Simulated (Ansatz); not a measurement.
Si(Cl)2(NH2)2 (Cl2H4N2Si), SMILES N[Si](N)(Cl)Cl.

Geometry: B3LYP-D3(BJ)/def2-SVP. One conformer was computed; it need not be the lowest.

Two levels are set side by side: PBE/def2-SVPD (Ansatz, a quantum-chemistry and plane-wave program) and CAM-B3LYP/def2-SVPD (Ansatz). Energy differences of separate SCF runs at the same geometry; the states with an electron removed or added have multiplicity 2 and 2. Differences are taken from unrounded values.

```
quantity                           CAM-B3LYP   PBE  PBE minus CAM-B3LYP
---------------------------------  ---------  ----  -------------------
vertical ionisation energy (eV)        10.41  9.52                -0.89
vertical singlet–triplet gap (eV)       6.87  5.95                -0.92
```
